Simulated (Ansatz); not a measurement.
C3H8Si (`C=CC[SiH3]`), relaxed with RKS PBE-D4/def2-SVP in the Gaussian-basis code of Ansatz from a rough embedded geometry. The force threshold is 0.03 eV/Å; the program also tests the step.

The species carries charge 0 and has multiplicity 1.

Start:

```xyz
12

C     1.636    0.745   -1.035
C     1.035    0.421    0.078
C     0.090   -0.722    0.157
Si   -1.767   -0.234    0.607
H     1.549    0.262   -1.958
H     2.396    1.627   -1.021
H     1.197    0.979    0.992
H     0.398   -1.416    0.881
H     0.027   -1.248   -0.862
H    -2.296    0.647   -0.428
H    -2.529   -1.486    0.675
H    -1.736    0.425    1.914
```

**Question.** How much energy does the relaxation release, and in how many steps? (Estimate.)

**Answer.** The calculation gave: 39.70 kJ/mol, in 6 steps, 1 of them rejected.

**Question.** Which bonds change most? (Estimate.)

**Answer.** The calculation gave: C3–H8 from 1.049 to 1.113 Å; C1–H6 from 1.164 to 1.101 Å; C3–Si4 from 1.972 to 1.910 Å; C1–H5 from 1.045 to 1.103 Å.

**Question.** Give the relaxed structure. (Estimate.)

**Answer.** Computed: 
```xyz
12

C     1.613    0.840   -1.034
C     1.051    0.360    0.091
C     0.096   -0.794    0.169
Si   -1.687   -0.234    0.562
H     1.417    0.380   -2.018
H     2.291    1.707   -1.012
H     1.276    0.861    1.051
H     0.395   -1.509    0.968
H     0.066   -1.363   -0.785
H    -2.203    0.649   -0.541
H    -2.589   -1.434    0.694
H    -1.725    0.537    1.856
```
